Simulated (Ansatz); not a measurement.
Basis-set extrapolation for C7H12O2 (`CC(=O)CC(=O)C(C)C`) (PBE0-D4/def2-TZVP geometry, frozen core, Ansatz 0.2.0). Multiplicity 1, RHF reference.

```
                      def2-TZVPP   def2-QZVPP
                 HF  -421.962339  -421.981420
    MP2 correlation    -1.636094    -1.746968
CCSD(T) correlation    -1.767375      not run
```

Energies in hartree. Use E(X) = E(∞) + A·exp(−7.88·√X) for Hartree–Fock and E(X) = E(∞) + B·X^(−2.97) for correlation, with X = 3 and 4, and add CCSD(T) minus MP2 of the smaller set to the MP2 limit.

Task: What is the CCSD(T) energy at the basis-set limit?

Result: HF limit: -421.981420 + (-0.019081) × 0.13774 = -421.98405. MP2 limit: -1.746968 + (-0.110874) × 0.74074 = -1.82910. Higher-order term: -1.767375 − (-1.636094) = -0.13128. Total: -423.94443 hartree, 563.7 kJ/mol below CCSD(T)/def2-TZVPP.
